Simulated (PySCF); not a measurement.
Species: C6H9F.
Geometry (PBE0-D3(BJ)/def2-SVP, Å), atoms numbered from 1 in this order:
```
atom  x, y, z in Å
C1     2.573    0.880    0.868
C2     1.714    0.211    0.145
C3     0.851   -0.468   -0.567
C4    -0.643   -0.234   -0.607
C5    -1.060    1.080    0.020
C6    -1.379   -1.423   -0.011
F7    -0.994   -0.183   -1.957
H8     2.814    0.571    1.891
H9     3.080    1.768    0.473
H10    1.207   -1.298   -1.191
H11   -2.148    1.205   -0.073
H12   -0.787    1.113    1.083
H13   -0.563    1.916   -0.492
H14   -1.160   -1.518    1.062
H15   -1.075   -2.352   -0.514
H16   -2.464   -1.294   -0.145
```

Method: core-valence-separated Tamm–Dancoff BHandHLYP/aug-pcX-1 (pcseg-1 on H) in PySCF, non-relativistic, gas phase, PBE0-D3(BJ)/def2-SVP geometry. The energies are unshifted.

The lowest roots of each edge with f over 0.003 (five at most, numbered afresh; weaker and dark ones are left out), with transition dipoles (au) in the frame of the coordinates:

| root | edge | E (eV) | μx | μy | μz |
| --- | --- | --- | --- | --- | --- |
| 1 | C | 283.07 | -0.0695 | 0.0610 | 0.0279 |
| 2 | C | 283.16 | -0.0666 | 0.0518 | 0.0311 |
| 3 | C | 283.24 | 0.0194 | 0.0554 | -0.0742 |
| 4 | C | 283.27 | 0.0116 | 0.0586 | -0.0704 |
| 5 | C | 285.29 | -0.0210 | 0.0209 | 0.0118 |
| 6 | F | 684.90 | 0.0145 | -0.0012 | 0.0401 |
| 7 | F | 686.93 | -0.0030 | -0.0107 | 0.0138 |

Question: What are the oscillator strengths?

Answer: f = (2/3) ΔE |μ|², with ΔE in hartree (27.2114 eV):

```tsv
root	ΔE (Eh)	|μ|² (au)	f	core hole on
1	10.4026	0.009330	0.065	C2
2	10.4060	0.008086	0.056	C1
3	10.4090	0.008951	0.062	C2
4	10.4101	0.008525	0.059	C3
5	10.4841	0.001017	0.007	C3
6	25.1695	0.001820	0.030	F7
7	25.2441	0.000314	0.005	F7
```

Question: Molecules are fixed in this frame and the field points along x. What effective strengths 3 f cos²θ do the roots have (θ between field and μ)?

Answer: root 1 (C2): 0.100, root 2 (C1): 0.092, root 3 (C2): 0.008, root 4 (C3): 0.003, root 5 (C3): 0.009, root 6 (F7): 0.011, root 7 (F7): 0.000. Averaged over all orientations cos²θ is 1/3, which gives f back.

One conformer stands for the species.
